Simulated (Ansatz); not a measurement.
`F[SiH2]C(F)Cl`, charge 0, multiplicity 1.

Question: Give a relaxed structure at PBE0-D4/def2-TZVP (Ansatz 0.2.0). (An estimate is asked.)

Answer: Computed: 
Z-matrix (Å, degrees):
```
Si
C 1 1.901
F 1 1.594 2 107.7
H 1 1.477 2 108.9 3 -119.2
H 1 1.481 2 109.1 3 117.5
Cl 2 1.775 1 109.4 3 63.6
F 2 1.372 1 108.7 3 -176.7
H 2 1.092 1 114.7 3 -55.6
```
